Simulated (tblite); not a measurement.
Compound: C₃H₁₀O₅Si₂.
Geometry (GFN2-xTB, Å), atoms numbered from 1 in this order:
```
atom  x, y, z in Å
C1     3.9025   -0.1124    0.1629
O2     2.6385   -0.1481    0.7582
Si3    1.1935   -0.4691    0.1183
O4     1.0494    0.5858   -1.1364
C5    -0.0087    0.7503   -1.9753
O6    -1.1606    1.2288   -1.3000
C7    -1.8156    0.3116   -0.5925
O8    -1.5422   -0.8588   -0.5752
O9    -2.8042    0.8388    0.0693
Si10  -3.7293   -0.1552    1.0480
H11    4.2236   -1.1201   -0.1110
H12    3.8935    0.5123   -0.7318
H13    4.6031    0.3026    0.8887
H14    0.3814   -0.1354    1.2748
H15    1.0799   -1.8246   -0.4113
H16    0.2338    1.5282   -2.7070
H17   -0.2665   -0.1940   -2.4779
H18   -4.6221    0.8818    1.5446
H19   -4.3862   -1.1518    0.2101
H20   -2.8690   -0.7599    2.0563
```

All values are computed: GFN2-xTB (tblite) harmonic vibrations without scaling, gas phase. The method is semi-empirical: single wavenumbers can be off by several per cent or more. Modes of hydrogen on silicon can be 10 to 20 % off. One conformer, not necessarily the lowest.

Harmonic wavenumbers (cm⁻¹): 28.4, 50.6, 58.3, 73.8, 93.3, 102.8, 117.6, 129.7, 164.8, 184.0, 215.5, 289.4, 314.5, 375.7, 550.5, 590.1, 602.6, 612.4, 681.8, 698.4, 717.2, 736.2, 748.0, 763.2, 769.3, 772.8, 784.6, 803.4, 831.2, 953.3, 1054.9, 1114.2, 1127.7, 1138.8, 1153.9, 1177.6, 1258.5, 1281.7, 1351.4, 1407.3, 1440.9, 1479.5, 1484.3, 1766.6, 2280.3, 2303.7, 2319.6, 2337.5, 2354.9, 2879.5, 2948.7, 2955.6, 2967.9, 2983.9.

A = 2168, B = 462.7, C = 408.9 MHz; mass 182.007 u (most abundant isotopes); point group C1, symmetry number 1.

Zero-point energy?

½Σν̃ = 29191 cm⁻¹ = 83.46 kcal/mol.

Entropy at 350 K, 1 bar (ideal gas, RRHO, classical rotation)?

Translation 42.33, rotation 31.52, vibration 55.31: S = 129.2 cal/(mol K).

And Cp and H(350 K) − H(0)?

Cp = 54.72 cal/(mol K), of which vibrations give 46.77 (their classical limit is 54 R = 107.3); H(350 K) − H(0) = 11.98 kcal/mol without the zero-point energy, 9.20 from vibrations.

Blend soft modes into free rotors: weight 1/[1 + (100 cm⁻¹/ν̃)⁴] for the oscillator and the rest for a rotor with moment μB/(μ + B), μ = h/(8π²ν), B = 10⁻⁴⁴ kg m². What vibrational entropy results?

48.85 cal/(mol K) in place of 55.31, which changes −T·S at 350 K by +2.26 kcal/mol.

How do the functions run with temperature in this model?

| T (K) | S (cal/(mol K)) | Cp (cal/(mol K)) | H − H(0) (kcal/mol) | G − H(0) (kcal/mol) | ln q(vib) |
| --- | --- | --- | --- | --- | --- |
| 150 | 93.6 | 32.1 | 3.28 | -10.77 | 6.36 |
| 250 | 112.7 | 43.6 | 7.05 | -21.12 | 10.69 |
| 298.15 | 120.8 | 49.1 | 9.29 | -26.74 | 12.61 |
| 400 | 136.8 | 59.6 | 14.84 | -39.87 | 16.47 |
| 600 | 164.1 | 74.9 | 28.40 | -70.04 | 23.43 |
| 900 | 197.4 | 89.1 | 53.21 | -124.45 | 32.65 |

q(vib) and H(0) count from the zero-point level.

Hindered rotation and anharmonicity are outside this model. Other conformers, if any are populated, would add a mixing term that is left out. The structure is chiral; the term R ln 2 for an equal mix with its mirror image is left out.
